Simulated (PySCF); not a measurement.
**Deuteron quadrupole couplings in `C#C[Si@]1(F)C=C[SiH2]1`**

Compound: C4H5FSi2.
Numbering: `[CH:1]#[C:2][Si@:3]1([F:4])[CH:5]=[CH:6][SiH2:7]1` (hydrogens: H8 on C1; H9 on C5; H10 on C6; H11, H12 on Si7)

Structure used (GFN2-xTB), in Å, numbered top down from 1:
```
atom  x, y, z in Å
C1     0.5871   -2.9940    1.3144
C2     0.0880   -1.9482    0.9940
Si3   -0.6160   -0.3000    0.5356
F4    -2.1459   -0.3804    1.0908
C5    -0.5364    0.1263   -1.3190
C6     0.0835    1.3148   -1.3569
Si7    0.4473    1.7708    0.4560
H8     1.0061   -3.9200    1.5878
H9    -0.8792   -0.4088   -2.1937
H10    0.2953    1.8532   -2.2702
H11   -0.2043    3.0073    0.9049
H12    1.8756    1.8783    0.7745
```

Level: PBE0/pcSseg-1 (PySCF, non-relativistic); Q(2H) = 0.00286 b; rigid geometry, the same for H and D, with no vibrational averaging.

Question: Rank these positions by the coupling χzz of a deuteron there, largest first.
A. H8 (alkyne hydrogen)
B. H10 (vinylic hydrogen)
C. H11 (Si–H hydrogen)

Answer: A (259 kHz), B (223 kHz), C (107 kHz).

What are Vzz, η and χzz (234.96 MHz × Q × Vzz) at all hydrogens?

| atom | bonded to | bond length (Å) | Vzz (au) | η | χzz (kHz) |
| --- | --- | --- | --- | --- | --- |
| H8 | C1 | 1.052 | 0.3855 | 0.00 | 259 |
| H9 | C5 | 1.081 | 0.3316 | 0.00 | 223 |
| H10 | C6 | 1.081 | 0.3318 | 0.00 | 223 |
| H11 | Si7 | 1.468 | 0.1598 | 0.02 | 107 |
| H12 | Si7 | 1.467 | 0.1604 | 0.02 | 108 |

Average by the element that carries the hydrogen.

on C: 235 kHz over 3 positions, mean bond length 1.072 Å; on Si: 108 kHz over 2 positions, mean bond length 1.468 Å.

Give the 2H NMR doublet splittings at H10 for a magnetic field along the z, y and x axes of the gradient: 3χ/2, 3χ(1 + η)/4, 3χ(1 − η)/4.

With |χ| = 223.0 kHz and η = 0.002: 334, 167 and 167 kHz, to first order and without motion.

Geometry: GFN2-xTB; no solvent, vibrations or thermal averaging. GFN2-xTB bond lengths can be off by several hundredths of an ångström, more for odd bonds, and the gradients follow them. With so small a basis the couplings can be 20 % off.
